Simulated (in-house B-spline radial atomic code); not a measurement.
How numerical settings move a run on Xe+, [Kr] 4d10 5s2 5p5. Computed with an all-electron radial atomic-structure program (B-spline basis): Dirac-Kohn-Sham PBE0, spherical fractional occupations, Fermi nucleus of rms radius 4.7859 fm.

Command:
```bash
python run_scf.py task.json out
```
Settings of the sound reference run:
```
Z                54
electrons        53
configuration    [Kr] 4d10 5s2 5p5
hamiltonian      dirac
method           pbe0
spin_polarised   False
nucleus          fermi
rms_radius       4.7859
mass_number      132
atomic_mass      131.9042
speed_of_light   137.036
knot_spacing     0.22
spline_order     8
gauss_points     12
box_radius       35.29
max_iterations   70
damping          0.5
damped_steps     3
diis_vectors     10
tolerance        1e-08
start            Thomas-Fermi
```

Time taken, with all properties: 2.2 s on 1 thread of Arm Neoverse N1, on a shared host.

It converges in 10 iterations to -7449.445267 hartree, with 5p3/2 at -17.5478 eV. The other runs change the listed settings, some to values that make no sense; their results aren't properties of the atom or ion. Radii are in bohr (the nuclear one in fm), a minus after a letter asks for a j subshell, and «unchanged» means within 1e-8 hartree. The run stops when the residual is below 10 × tolerance × max(1, Z/10), or a noise floor if that is larger, and the energy moves by less than 1e-8 × √|E| hartree; so very loose and very tight tolerances often act alike.

| changed settings | outcome |
| --- | --- |
| max_iterations = 50, damped_steps = 1, diis_vectors = 0 | converged in 19 iterations, energy unchanged, 5p3/2 level -4.1e-07 eV |
| gauss_points = 6 | converged in 10 iterations, energy +1.07e-08 hartree from the reference |
| knot_spacing = 0.55 | converged in 10 iterations, energy +5.77e-01 hartree from the reference, 5p3/2 level -1.7e-02 eV |
| knot_spacing = 1 | converged in 9 iterations, energy +1.42e+02 hartree from the reference, 5p3/2 level -2.0e+00 eV (the program warns: 5p3/2 reaches the box edge; 2s1/2 reaches the box edge) |
| gauss_points = 4 | converged in 10 iterations, energy +6.60e-06 hartree from the reference, 5p3/2 level +1.1e-06 eV |
| knot_spacing = 0.4 | converged in 10 iterations, energy +3.63e-03 hartree from the reference, 5p3/2 level -2.5e-04 eV |
| spline_order = 10, max_iterations = 50, tolerance = 0.01 | converged in 8 iterations, energy -2.24e-06 hartree from the reference, 5p3/2 level +4.7e-04 eV |
| knot_spacing = 0.3 | converged in 10 iterations, energy +2.54e-05 hartree from the reference, 5p3/2 level +1.1e-05 eV |
| electrons = 54, configuration = [Kr] 4d10 5s2 5p5 6s-1, max_iterations = 50 | stopped with error: j subshells need the Dirac Hamiltonian and l > 0 |
| electrons = 54, configuration = [Kr] 4d10 5s2 5p5 2f1, max_iterations = 60 | stopped with error: there is no 2f shell |
| method = hf, speed_of_light = 59.41881 | converged in 10 iterations to -9196.4857 hartree, a different physical problem |
| knot_spacing = 0.55, max_iterations = 50, damping = 0.2, start = bare nucleus | converged in 11 iterations, energy +5.77e-01 hartree from the reference, 5p3/2 level -1.7e-02 eV |
| knot_spacing = 0.75 | converged in 9 iterations, energy +9.78e+00 hartree from the reference, 5p3/2 level -1.6e-01 eV (the program warns: 4s1/2 reaches the box edge; 4p1/2 reaches the box edge) |
| damped_steps = 0 | converged in 8 iterations, energy unchanged, 5p3/2 level -3.2e-06 eV |
| damped_steps = 1 | converged in 8 iterations, energy unchanged, 5p3/2 level -1.8e-05 eV |
| knot_spacing = 0.15 | converged in 9 iterations, energy -8.43e-06 hartree from the reference, 5p3/2 level +2.2e-05 eV |

Question: What happens with knot_spacing = 0.1?

Answer: Converged in 9 iterations, energy -9.55e-06 hartree from the reference, 5p3/2 level +2.2e-05 eV.

Question: What happens with max_iterations = 2, damped_steps = 1?

Answer: Not converged after 2 iterations, last residual 2.9e-01, last energy +2.55e+00 hartree from the reference.

Question: What happens with gauss_points = 5?

Answer: Converged in 10 iterations, energy -2.27e-07 hartree from the reference.

Question: What happens with gauss_points = 3?

Answer: Converged in 9 iterations, energy +3.84e-04 hartree from the reference, 5p3/2 level +2.7e-05 eV.
